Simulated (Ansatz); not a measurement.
Consider the redistribution: `F[Si]1([SiH3])[CH2][AlH]1` + `CB(N)CCl` → `F[Si]1(Cl)[CH2][AlH]1` + `CB(N)C[SiH3]`.

Calculated with Ansatz (gas phase, PBE0-D4/def2-TZVP geometries, no zero-point term in ΔE). CCSD(T)/CBS adds triple-zeta CCSD(T) − MP2 to the extrapolated MP2 energy (def2 sets, frozen cores). DFT in def2-TZVPP. B3LYP here is the variant with VWN-RPA as its local correlation; programs differ in this. Each species was taken in one conformer, which may not be the lowest.

```csv
level,ΔE (kcal/mol),difference from CCSD(T)/CBS
PBE-D4,-37.7,4.1
B3LYP-D4,-40.5,1.3
B2PLYP,-41.7,0.1
PBE,-37.4,4.4
PBE0,-39.4,2.4
B3LYP,-40.0,1.8
HF/def2-TZVPP,-43.4,-1.6
SCS-MP2/def2-TZVPP,-43.2,-1.4
CCSD(T)/def2-TZVPP,-41.3,0.5
MP2/def2-QZVPP,-44.8,-3.0
CCSD(T)/CBS,-41.8,0
```

Largest T1 diagnostic among the species: 0.014.

From PBE to PBE0 (25 % exact exchange), in def2-TZVPP and without D4, ΔE moves by −2.0 kcal/mol.
